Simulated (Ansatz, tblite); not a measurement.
Removing an electron: (BeO)3 ring (Be₃O₃). The state is a singlet with charge 0. Geometry: PBE0-D4/def2-SVP. Ansatz, gas phase; energy differences of separate SCF runs; the oxidised species was run as a doublet alone.

```xyz
6

Be    0.873    0.144   -0.937
O    -0.214   -0.721   -1.410
Be   -1.046   -0.725   -0.201
O    -1.083   -0.179    1.161
Be    0.173    0.581    1.137
O     1.297    0.900    0.249
```

The xTB rows come from tblite. Correlated methods freeze 3 core orbitals. In CCSD on the charge 1 doublet the largest single amplitude is 0.29, so its Hartree–Fock determinant may place the open shell otherwise than the density functionals do.

```
             level  −HOMO (eV)  vertical IE (eV)  −LUMO (eV)  HOMO–LUMO gap (eV)
          GFN1-xTB       11.42             15.18        7.60                3.82
          GFN2-xTB       11.77             15.74        7.33                4.44
   CCSD/def2-TZVPP           –             11.10           –                   –
CCSD(T)/def2-TZVPP           –             11.12           –                   –
```

Question: Estimate the rows for HF/def2-TZVPP, PBE0-D4/def2-TZVP, MP2/def2-TZVPP.

Answer: 
| level | −HOMO (eV) | vertical IE (eV) | −LUMO (eV) | HOMO–LUMO gap (eV) |
| --- | --- | --- | --- | --- |
| HF/def2-TZVPP | – | 9.72 | – | – |
| PBE0-D4/def2-TZVP | 8.53 | 10.79 | 1.46 | 7.07 |
| MP2/def2-TZVPP | – | 11.58 | – | – |

Run but left out: PBE-D4/def2-TZVP, r2SCAN-D4/def2-TZVP (charge +1 doublet: an occupied level 0.22 to 0.31 eV above an empty one).  Raw xTB energy differences between charge states are shifted by several eV; the methods need an empirical correction for them.
